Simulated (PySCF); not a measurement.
Species: C8H7O (doublet state).
Atom-mapped SMILES: `[CH2:1][c:2]1[cH:3][cH:4][cH:5][cH:6][c:7]1[CH:8]=[O:9]` (hydrogens: H10, H11 on C1; H12 on C3; H13 on C4; H14 on C5; H15 on C6; H16 on C8)

Cartesian coordinates in Å at the GFN2-xTB level; atoms count from 1:
```
atom  x, y, z in Å
C1    -1.0946   -1.8782   -0.4112
C2    -0.2404   -0.8288   -0.1786
C3     1.1698   -1.0689   -0.2061
C4     2.0801   -0.0748    0.0162
C5     1.6494    1.2293    0.2869
C6     0.2973    1.5034    0.3289
C7    -0.6613    0.5197    0.1000
C8    -2.0607    0.9244    0.1523
O9    -2.4421    2.0449    0.4114
H10   -0.7010   -2.8592   -0.6112
H11   -2.1632   -1.7815   -0.4042
H12    1.5033   -2.0759   -0.4107
H13    3.1380   -0.2914   -0.0142
H14    2.3717    2.0119    0.4600
H15   -0.0575    2.5023    0.5385
H16   -2.7965    0.1317   -0.0696
```

The hyperfine couplings belong to this conformer and change with its torsions.

The calculation used UKS B3LYP, pcH-1 on C H O, non-relativistic, mean-field spin-orbit, GIAO in PySCF 2.14.0. Isolated species at its GFN2-xTB geometry (one conformer only). A GFN2-xTB geometry isn't a minimum of the functional, and hyperfine couplings can be far from their values at a DFT geometry. The SCF solution wasn't tested for stability. ⟨S²⟩ is 0.782 where a pure state has 0.75.

Problem. Break the g tensor into its mass correction, gauge correction and orbital-Zeeman/spin–orbit terms.

Solution. 
| Δg (ppm) | 1 | 2 | 3 |
| --- | --- | --- | --- |
| relativistic mass correction | -154 | -154 | -154 |
| gauge correction | -5 | 34 | 28 |
| orbital Zeeman/spin–orbit | -5 | 967 | 1594 |
| total | -164 | 847 | 1468 |

So g = 2.00216, 2.00317, 2.00379 and g_iso = 2.00304; the tensor is rhombic: the two nearest values differ by 38 % of g3 − g1. Axes: g1 is normal to the molecular plane, g2 points within 14° of the C6–C7 bond and g3 points within 12° of the C1–H10 bond.

Problem. What are the electron Larmor frequencies g μB B/h along the three axes at 340 mT?

Solution. 9.5277, 9.5325, 9.5355 GHz for g1, g2 and g3, a range of 7.8 MHz.

Problem. What effective moment and Curie constant follow for a powder?

Solution. With the mean of g² = 4.0122 and S(S+1) = 0.75: μ_eff = √(⟨g²⟩S(S+1)) = 1.735 μB and χT = 0.12505·⟨g²⟩·S(S+1) = 0.376 cm³ K/mol (cgs; spin-Hamiltonian part alone).

Problem. Average each term over the three axes. Which is largest in size?

Solution. The orbital-Zeeman/spin–orbit term 852, the mass correction -154 and the gauge correction 19 ppm, for a total of 717 ppm. The orbital-Zeeman/spin–orbit term is the largest in size. The mass correction is the same along every axis, so the anisotropy comes from the other two: their spans along these axes are 39 (gauge) and 1599 ppm (orbital Zeeman/spin–orbit).

Problem. In a frozen sample, at which fields do the three g values resonate at 9.5, 34, 94 and 263 GHz (hyperfine left aside), and which band first spreads them over more than twice a line width of 0.3 mT?

Solution. 
```
band    GHz  B(g3) mT  B(g2) mT  B(g1) mT  spread mT
   X    9.5    338.74    338.84    339.01       0.28
   Q   34.0   1212.32   1212.69   1213.30       0.99
   W   94.0   3351.70   3352.74   3354.43       2.73
   J  263.0   9377.62   9380.53   9385.26       7.64
```

The spread grows in proportion to the frequency. Q band is the first where it exceeds 0.6 mT.

Largest spin populations (Mulliken): C1 (+0.71), C5 (+0.28), C7 (+0.26) and C3 (+0.24). Four atoms exceed +0.15. The positive populations add up to 1.57 and the negative ones to -0.57, together 2S = 1. The angles at C1 add up to 360.0°, so it is planar; its axial dipolar tensor and the negative couplings of its protons fit spin in a p orbital normal to that plane.

The HOMO–LUMO gaps are 3.80 eV among the α and 3.84 eV among the β orbitals.

The run took 1.8 min of wall time (grids of density and orbitals included) on an Arm Neoverse V1 with one thread, shared host with 32 logical CPUs at a one-minute load of 26, and the process peaked at 0.97 GiB of memory.
